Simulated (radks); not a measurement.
Br+, configuration [Ar] 3d10 4s2 4p3 5s1 (not the ground configuration). Method: scalar-relativistic Kohn-Sham, PBE, spin-polarised, spherical densities, point nucleus; open shells are filled with parallel spins first; computed with a radial shooting solver on a logarithmic mesh with Libxc functionals. Some entries of the table are withheld. Estimate them.

| orbital | occ. | eigenvalue (eV) | <1/r> (bohr^-1) |
|---|---|---|---|
| 1s up | 1 | -13335.49 | 35.66 |
| 1s down | 1 | -13335.26 | 35.66 |
| 2s up | 1 | -1750.185 | 7.897 |
| 2s down | 1 | -1750.061 | 7.897 |
| 2p up | 3 | -1545.717 | 7.729 |
| 2p down | 3 | -1545.503 | 7.729 |
| 3s up | 1 | -255.1027 | 2.594 |
| 3s down | 1 | -254.7957 | 2.594 |
| 3p up | 3 | -190.5346 | 2.441 |
| 3p down | 3 | -190.1863 | 2.442 |
| 3d up | 5 | (1) | 2.152 |
| 3d down | 5 | (2) | 2.158 |
| 4s up | 1 | -36.3112 | 0.8288 |
| 4s down | 1 | -33.0334 | 0.8357 |
| 4p up | 3 | (3) | 0.7009 |
| 4p down | 0 | (4) | 0.6963 |
| 5s up | 1 | (5) | 0.3002 |

Answer. 
(1) 3d up eigenvalue (eV): -83.7734
(2) 3d down eigenvalue (eV): -83.3190
(3) 4p up eigenvalue (eV): -22.8218
(4) 4p down eigenvalue (eV): -19.5208
(5) 5s up eigenvalue (eV): -7.8335
